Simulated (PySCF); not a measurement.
Give a PBE/def2-SV(P) geometry of `CC(=O)C1=CC=C[SiH2]1`.

Z-matrix in Å and degrees, rows numbered from 1:
```
C 
C   1  1.5238
O   2  1.2326  1  121.18
C   2  1.4766  1  119.20  3   179.93
C   4  1.3718  2  128.28  1    -0.39
C   5  1.4765  4  116.85  2  -179.83
C   6  1.3666  5  116.93  4    -0.08
Si  4  1.8917  2  124.54  1   179.79
H   1  1.1132  2  111.07  3   120.69
H   1  1.1084  2  109.08  3     0.15
H   1  1.1132  2  110.98  3  -120.31
H   5  1.1064  4  123.47  2     0.10
H   6  1.1060  5  119.48  4   179.94
H   7  1.1022  6  121.85  5  -179.99
H   8  1.5071  4  114.41  2    63.53
H   8  1.5072  4  114.44  2   -63.86
```

Si8 (SiH2 silicon) has angles from 91.7° to 114.4°. Of the pairs four or more bonds apart, C1···H12 is among the closest relative to their van der Waals radii: 2.84 Å, 98 % of the sum of Bondi's values. The C–C distances run from 1.367 Å (C6=C7, drawn double) to 1.524 Å (C1–C2, drawn single), a spread of 0.157 Å. The 8 heavy atoms lie in one plane (0.003 Å rms).

Method: PBE/def2-SV(P) geometry optimisation, gas phase (PySCF).

Point group: Cs (every atom within 0.08 Å of its image). No PBE/def2-SV(P) frequencies stand behind this structure, so it isn't proved a minimum. One conformer, not necessarily the lowest (C1–C2–C4–C5 0°).
